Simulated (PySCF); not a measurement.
C₃H₇BN₂. Atoms are numbered in the order given.

```xyz
13

N      0.0069    -2.2144     0.0000
B      0.0263    -0.7974     0.0000
C      1.2750     0.1689     0.0000
C      0.7915     1.4227     0.0000
C     -0.7166     1.4668     0.0000
N     -1.1074     0.0721     0.0000
H     -0.8389    -2.7674     0.0000
H      0.8543    -2.7636     0.0000
H      2.3470    -0.0511     0.0000
H      1.3781     2.3484     0.0000
H     -1.0893     2.0146     0.8883
H     -1.0893     2.0146    -0.8883
H     -2.0892    -0.1630     0.0000
```
Charge 0, spin multiplicity 1.

The structure is a stationary point at ωB97X-D3(BJ)/def2-SVP. The structure was generated by enumeration, and PubChem lists no compound with its InChIKey, so it may never have been made. Other conformers were not sampled.

The numbers are results of PBE0/pcSseg-1 (PySCF), not measurements.

GIAO shieldings, no solvent; atoms listed in one row are averaged. δ = σ(ref) − σ: ¹⁵N against NH3 (σ = 267.4 ppm); ¹¹B against BF3 (σ = 88.8 ppm); ¹³C against TMS (σ = 186.3 ppm); ¹H against TMS (σ = 31.56 ppm), references at their B3LYP-D3(BJ)/def2-TZVP geometries, non-relativistic.

**Question.** Estimate the chemical shifts. (An estimate is asked for; the answer gives what the named calculation found.)

**Answer.** 
```tsv
nucleus	atoms	count	δ (ppm)
¹⁵N	N6	1	85.6
¹⁵N	N1	1	56.8
¹¹B	B2	1	17.0
¹³C	C4	1	159.5
¹³C	C3	1	140.6
¹³C	C5	1	58.9
¹H	H10	1	7.30
¹H	H9	1	6.51
¹H	H11, H12	2	4.15
¹H	H13	1	2.65
¹H	H8	1	2.56
¹H	H7	1	2.36
```
